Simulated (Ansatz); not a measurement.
The same path of C$_{4}$H$_{6}$BF (12 atoms, charge 0, multiplicity 1) was run twice with different band settings. The coordinate that changes most is the dihedral F4–C3–B5–C6.

The calculation used RKS PBE-D4/6-31G* (Ansatz 0.2.0).

Relaxed end points:

```xyz
12
Properties=species:S:1:pos:R:3
C -0.707 -2.734 0.561
C -0.250 -1.631 0.021
C 0.189 -0.472 -0.469
F 0.839 -0.477 -1.683
B -0.004 0.868 0.272
C 0.513 2.226 -0.313
H -1.724 -3.095 0.362
H -0.090 -3.342 1.236
H -0.579 0.820 1.334
H 1.201 2.708 0.409
H -0.331 2.937 -0.412
H 1.020 2.138 -1.286
```

```xyz
12
Properties=species:S:1:pos:R:3
C -0.337 -2.327 -0.038
C 0.147 -1.249 -0.605
C 0.604 -0.101 -1.105
F 1.267 -0.127 -2.308
B 0.421 1.255 -0.388
C -0.317 1.405 0.985
H -1.356 -2.679 -0.243
H 0.262 -2.931 0.657
H 0.883 2.228 -0.939
H -1.150 2.128 0.881
H 0.365 1.873 1.722
H -0.713 0.470 1.416
```

Common settings: spring 5.0 eV/Å²; optimiser quadratic models (default); start path IDPP; force threshold 0.05 eV/Å; iteration limit 60; end points relaxed.

| run | movable images | climbing image |
| --- | --- | --- |
| 1 | 9 | yes |
| 2 | 4 | no |

What does each run give, and how far can it be trusted?

Run 1: converged after 17 iterations, highest image 0.506 eV above the first end. A vibrational analysis at the climbing image gives 2 clearly imaginary modes (191i, 72i cm⁻¹): a point of higher order, so a lower path passes nearby.
Run 2: converged after 22 iterations, highest image 0.434 eV above the first end. No image climbed, so the highest image needn't sit at the top of the path.
